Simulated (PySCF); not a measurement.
Electron correlation in Ne³⁺ (neon, charge +3)

[He] 2s2 2p3, high-spin 4S determinant. Computed with PySCF 2.14 in def2-QZVPPD (8s5p4d2f1g, 66 functions), with the non-relativistic Hamiltonian (point nucleus). Frozen: nothing; 7 electrons correlated.

MP2 pair energies summed by pair of shells (mhartree):

| pair | energy | share (%) |
| --- | --- | --- |
| 2s-2p | -72.89 | 55.6 |
| 2p-2p | -24.98 | 19.1 |
| 1s-1s | -12.66 | 9.7 |
| 2s-2s | -10.83 | 8.3 |
| 1s-2p | -6.40 | 4.9 |
| 1s-2s | -3.23 | 2.5 |

Total MP2 correlation energy: -130.98 mhartree.

Same-spin part -33.32 and opposite-spin part -97.66 mhartree; SCS-MP2 scales them by 1/3 and 6/5 to -128.30 mhartree.

This basis was not built for core-valence correlation, so the inner-shell part is incomplete.
